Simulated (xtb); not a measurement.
F5Ta, triplet, at a GFN2-xTB geometry (such geometries of metal compounds can be far from the true shape) (the multiplicity is a formal guess); GFN2-xTB (xtb).

The xtb input:
```
$ xtb mol.xyz --gfn 2 --uhf 2 --hess --json

# file mol.xyz
6

Ta     0.14928077     0.14534800    -0.05802222
F      1.29439742    -0.62143800     1.14292204
F     -1.06086421     0.84881883    -1.23369136
F     -0.48460091     1.24980668     1.25342167
F      0.71813412    -1.02242585    -1.34419099
F     -1.67789932    -1.63369544     0.65216329
```

Output, abridged:

```
   ID    Z sym.   atoms
    1   73 Ta     1
    2    9 F      2-6

           -------------------------------------------------
          |                Calculation Setup                |
           -------------------------------------------------

molecular fragmentation (1/2 indicates fragments):
111112
# atoms in fragment 1/2:     5     1
 fragment masses (1/2) :      256.94       19.00
CMA distance (Bohr)    :   4.976
constraining FC (au)   :  0.0500

           -------------------------------------------------
          |                 G F N 2 - x T B                 |
           -------------------------------------------------

          ...................................................
          :                      SETUP                      :
          :.................................................:
          :  # basis functions                  30          :
          :  # atomic orbitals                  29          :
          :  # shells                           13          :
          :  # electrons                        40          :
          :  max. iterations                   250          :
          :  Hamiltonian                  GFN2-xTB          :
          :  restarted?                      false          :
          :  GBSA solvation                  false          :
          :  PC potential                    false          :
          :  electronic temp.          300.0000000     K    :
          :  accuracy                    1.0000000          :
          :  -> integral cutoff          0.2500000E+02      :
          :  -> integral neglect         0.1000000E-07      :
          :  -> SCF convergence          0.1000000E-05 Eh   :
          :  -> wf. convergence          0.1000000E-03 e    :
          :  Broyden damping             0.4000000          :
          :  net charge                          0          :
          :  unpaired electrons                  2          :
          ...................................................

 iter      E             dE          RMSdq      gap      omega  full diag
   1    -25.5588306 -0.255588E+02  0.145E+01    2.18       0.0  T
   2    -25.6959753 -0.137145E+00  0.583E+00    2.42       1.0  T
   3    -25.7717369 -0.757615E-01  0.554E+00    2.37       1.0  T
   4    -25.7241121  0.476248E-01  0.325E+00    2.44       1.0  T
   5    -25.7303376 -0.622546E-02  0.513E+00    2.28       1.0  T
   6    -25.7672379 -0.369003E-01  0.264E+00    2.37       1.0  T
   7    -25.7847813 -0.175435E-01  0.226E+00    2.42       1.0  T
   8    -25.7843853  0.396075E-03  0.237E+00    2.41       1.0  T
   9    -25.7227785  0.616067E-01  0.320E+00    2.48       1.0  T
  10    -25.7832742 -0.604957E-01  0.205E+00    2.43       1.0  T
  11    -25.8178363 -0.345622E-01  0.832E-01    2.45       1.0  T
  12    -25.7263120  0.915244E-01  0.305E+00    2.47       1.0  T
  13    -25.7826121 -0.563002E-01  0.204E+00    2.43       1.0  T
  14    -25.8167544 -0.341423E-01  0.813E-01    2.46       1.0  T
  15    -25.7533000  0.634544E-01  0.255E+00    2.47       1.0  T
  16    -25.7857119 -0.324120E-01  0.190E+00    2.44       1.0  T
  17    -25.8202812 -0.345693E-01  0.600E-01    2.46       1.0  T
  18    -25.7826935  0.375877E-01  0.194E+00    2.46       1.0  T
  19    -25.7956391 -0.129456E-01  0.158E+00    2.45       1.0  T
  20    -25.8066638 -0.110247E-01  0.123E+00    2.46       1.0  T
  21    -25.8165772 -0.991340E-02  0.833E-01    2.46       1.0  T
  22    -25.8183561 -0.177887E-02  0.727E-01    2.46       1.0  T
  23    -25.8241868 -0.583067E-02  0.899E-02    2.46       1.0  T
  24    -25.8098483  0.143385E-01  0.112E+00    2.46       1.0  T
  25    -25.8208021 -0.109538E-01  0.558E-01    2.46       1.0  T
  26    -25.8190393  0.176279E-02  0.683E-01    2.46       1.0  T
  27    -25.8196351 -0.595759E-03  0.633E-01    2.46       1.0  T
  28    -25.8177984  0.183673E-02  0.761E-01    2.46       1.0  T
[...]
         :: total energy             -25.802861360468 Eh    ::
[...]
 writing <g98.out> molden fake output.
 recommended (thermochemical) frequency scaling factor: 1.0
           -------------------------------------------------
          |             Thermodynamic Functions             |
           -------------------------------------------------

c4v symmetry found (for desy threshold:  0.10E+00) used in thermo

          ...................................................
          :                      SETUP                      :
          :.................................................:
          :  # frequencies                          12      :
          :  # imaginary freq.                       0      :
          :  linear?                             false      :
          :  only rotor calc.                    false      :
          :  symmetry                              c4v      :
          :  rotational number                       4      :
          :  scaling factor                  1.0000000      :
          :  rotor cutoff                   50.0000000 cm⁻¹ :
          :  imag. cutoff                  -20.0000000 cm⁻¹ :
          :.................................................:

    mode    ω/cm⁻¹     T·S(HO)/kcal·mol⁻¹    T·S(FR)/kcal·mol⁻¹   T·S(vib)
   ------------------------------------------------------------------------
       1     53.38    -1.39772 ( 56.51%)    -1.03679 ( 43.49%)    -1.24075
       2     53.40    -1.39757 ( 56.53%)    -1.03671 ( 43.47%)    -1.24072
       3     86.35    -1.11541 ( 89.89%)    -0.89446 ( 10.11%)    -1.09308
       4    115.37    -0.94708 ( 96.59%)    -0.80869 (  3.41%)    -0.94236
       5    115.39    -0.94695 ( 96.60%)    -0.80862 (  3.40%)    -0.94224
       6    159.86    -0.76070 ( 99.05%)    -0.71210 (  0.95%)    -0.76024
       7    205.10    -0.62220 ( 99.65%)    -0.63832 (  0.35%)    -0.62226
       8    269.24    -0.47737 ( 99.88%)    -0.55773 (  0.12%)    -0.47747
       9    299.40    -0.42345 ( 99.92%)    -0.52628 (  0.08%)    -0.42353
   ------------------------------------------------------------------------

   temp. (K)  partition function   enthalpy   heat capacity  entropy
                                   cal/mol     cal/K/mol   cal/K/mol   J/K/mol
 298.15  VIB  0.266E+04             4277.051     20.293     28.858
         ROT  0.760E+05              888.752      2.981     25.314
         INT  0.202E+09             5165.804     23.274     54.171
         TR   0.443E+28             1481.254      4.968     42.724
         TOT                        6647.0577    28.2422    96.8954   405.4105

       T/K    H(0)-H(T)+PV         H(T)/Eh          T*S/Eh         G(T)/Eh
   ------------------------------------------------------------------------
    298.15    0.105928E-01    0.164205E-01    0.460381E-01   -0.296177E-01
   ------------------------------------------------------------------------

         :::::::::::::::::::::::::::::::::::::::::::::::::::::
         ::                  THERMODYNAMIC                  ::
         :::::::::::::::::::::::::::::::::::::::::::::::::::::
         :: total free energy         -25.832479048686 Eh   ::
         ::.................................................::
         :: total energy              -25.802861360923 Eh   ::
         :: zero point energy           0.005827695006 Eh   ::
         :: G(RRHO) w/o ZPVE           -0.035445382769 Eh   ::
         :: G(RRHO) contrib.           -0.029617687763 Eh   ::
         :::::::::::::::::::::::::::::::::::::::::::::::::::::

           -------------------------------------------------
          | TOTAL ENERGY              -25.802861360923 Eh   |
          | TOTAL ENTHALPY            -25.786440905198 Eh   |
          | TOTAL FREE ENERGY         -25.832479048686 Eh   |
          | GRADIENT NORM               0.000013819553 Eh/α |
          | HOMO-LUMO GAP               2.460475464755 eV   |
           -------------------------------------------------

normal termination of xtb
```
